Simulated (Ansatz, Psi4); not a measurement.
**Heat of formation of HOI (hypoiodous acid) from total energies**

The species is HOI (3 atoms), meant as a singlet with charge 0. SMILES: `OI`. The coordinates come from a PBE0-D4/def2-TZVP relaxation.

```xyz
3

O    -0.3762   -0.4676   -0.2534
I     1.2471    0.1302    0.6970
H    -0.8709    0.3375   -0.4436
```

Total energies at BHLYP/def2-TZVPP (core potential) (Psi4 1.11); the atoms run unrestricted:

| species | state | energy (Eh) |
| --- | --- | --- |
| HOI | singlet | -373.442782 |
| O | triplet | -75.077121 |
| I | doublet | -297.638225 |
| H | doublet | -0.498545 |

Harmonic wavenumbers at PBE0-D4/def2-TZVP, in cm⁻¹: 614, 1100, 3843.

Measured heats of formation of the gaseous atoms at 298.15 K, in kJ/mol: O 249.2, I 106.8, H 218.0. Spin-orbit lowering of the atoms at 298 K (mean of the ground term's levels less their thermal mean, from spectra), in kJ/mol: O 0.40, I 30.32. Take 1 Eh = 2625.50 kJ/mol, 1 cm⁻¹ = 0.0119627 kJ/mol, RT = 2.479 kJ/mol.

Problem. What heat of formation follows?

Solution. 
1. Electronic atomisation energy: (-75.077121) + (-297.638225) + (-0.498545) − (-373.442782) = 0.228891 Eh = 601.0 kJ/mol.
2. Zero-point energy: half the sum of the wavenumbers, 2778.5 cm⁻¹ = 33.2 kJ/mol.
3. Thermal vibrational enthalpy, Σ hcν̃/(exp(hcν̃/kT) − 1): 0.5 kJ/mol. Translation, rotation and pV of a non-linear molecule: 4 RT = 9.9 kJ/mol.
4. The 3 free atoms carry 5/2 RT each: 18.6 kJ/mol.
5. Spin-orbit coupling lowers the free atoms by 0.40 + 30.32 = 30.7 kJ/mol.
6. Atomisation enthalpy at 298 K: 601.0 − 30.7 − 33.2 − 0.5 − 9.9 + 18.6 = 545.3 kJ/mol.
7. Sum of the atoms' heats of formation: 574.0 kJ/mol. Heat of formation: 574.0 − 545.3 = +28.7 kJ/mol.

The tabulated value is -61.3 kJ/mol (Active Thermochemical Tables), so this level is off by +90.0 kJ/mol, or 14.2 % of the atomisation enthalpy that the table implies (635.3 kJ/mol). Hybrids with much exact exchange underbind. The molecule's own second-order spin-orbit lowering, which matters beside iodine, is left out. Anharmonicity and any spin-orbit splitting of the molecule are left out.
